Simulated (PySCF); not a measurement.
1,3,5-triazine cation (C3H3N3), SMILES c1ncncn1 (connectivity only; charge and spin as stated), charge +1, multiplicity 2. Atoms are numbered in the order given.

```xyz
9

C      0.0000     1.1876     0.6715
N      0.0000     1.1889    -0.6718
C      0.0000     0.0000    -1.2753
N      0.0000    -1.1889    -0.6718
C      0.0000    -1.1876     0.6715
N      0.0000     0.0000     1.2676
H      0.0000     2.1246     1.2570
H      0.0000     0.0000    -2.3883
H      0.0000    -2.1246     1.2570
```
Charge +1, spin multiplicity 2.

The structure is a stationary point at PBE-D3(BJ)/def2-SVP. The spin state was assumed, not searched.

Level of theory: CAM-B3LYP/def2-TZVP (PySCF).

Task: Estimate the frontier levels, dipole moment and polarisability. (Estimate from the structure and the level; the computed values follow.)

Result: 
```json
{
 "α spin, highest occupied and lowest empty level": "-16.06 and -7.01 eV",
 "β spin, highest occupied and lowest empty level": "-15.39 and -10.59 eV",
 "dipole_moment_about_the_centre_of_nuclear_charge": "1.91 D",
 "mean_static_polarisability": "52.4 bohr³ (7.77 Å³)",
 "polarisability_principal_values": "26.4, 64.6, 66.2 bohr³",
 "⟨S²⟩": "0.760 (pure state 0.75)"
}
```
